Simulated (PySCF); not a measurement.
Mg(iPr)(OSiH3), SMILES [O]([Mg][CH](C)C)[SiH3], singlet (GFN2-xTB optimised geometry):

```
16

Mg    -1.594    -1.959    -2.758
C     -3.145    -1.032    -3.836
C     -2.618     0.305    -4.316
C     -4.303    -0.852    -2.876
H     -3.456    -1.640    -4.690
H     -3.419     0.880    -4.791
H     -2.239     0.886    -3.472
H     -1.814     0.178    -5.044
H     -4.717    -1.815    -2.567
H     -5.103    -0.274    -3.349
H     -3.974    -0.310    -1.986
O     -1.013    -1.087    -1.307
Si    -0.486    -0.344     0.000
H      0.989    -0.344     0.000
H     -0.989    -1.046     1.197
H     -0.983     1.046     0.000
```

Level of theory: PySCF 2.14.0 with PBE0/def2-TZVP.

**Question.** What are the frontier orbital energies and the dipole moment?

**Answer.** HOMO-2 -7.65 eV, HOMO-1 -7.63 eV, HOMO -6.19 eV, LUMO -2.09 eV, LUMO+1 -0.04 eV; dipole moment 4.39 D.

Meta-Löwdin charges at PBE0/def2-TZVP: Mg1 1.29, C2 -0.47, C3 -0.35, C4 -0.35, H5 0.09, H6 0.10, H7 0.11, H8 0.10, H9 0.10, H10 0.10, H11 0.11, O12 -1.17, Si13 0.76, H14 -0.15, H15 -0.14, H16 -0.14.
